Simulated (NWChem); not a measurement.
**Atomisation of digermane (H6Ge2)**

SMILES: [GeH3][GeH3]
```xyz
8

Ge     1.2103     0.0511     0.0000
Ge    -1.2103    -0.0511     0.0000
H      1.7152     0.7951     1.2506
H      1.7152     0.7951    -1.2506
H      1.8066    -1.3691     0.0000
H     -1.7152    -0.7951     1.2506
H     -1.7152    -0.7951    -1.2506
H     -1.8066     1.3691     0.0000
```
Charge 0, spin multiplicity 1.

Everything below was run with NWChem. The geometry was optimised at PBE0/def2-SVP, a minimum by its harmonic frequencies.

Basis set: def2-TZVP. The atomisation energy is electronic alone: no zero-point, thermal, spin-orbit or counterpoise terms. No value is extrapolated to the basis-set limit. Free atoms are single determinants with multiplicities Ge 3, H 2. Correlated methods freeze the same cores in atoms and molecule, 18 orbitals in all.

The Hamiltonian is non-relativistic. The stability of the SCF solutions was not checked. Open-shell Hartree-Fock references start from PBE0 orbitals.

Q: Order these methods by the atomisation energy they give, lowest first: TPSS, PBE0, BP86, MP2.

A: MP2 (458.3 kcal/mol), PBE0 (474.4 kcal/mol), BP86 (489.2 kcal/mol), TPSS (496.8 kcal/mol)
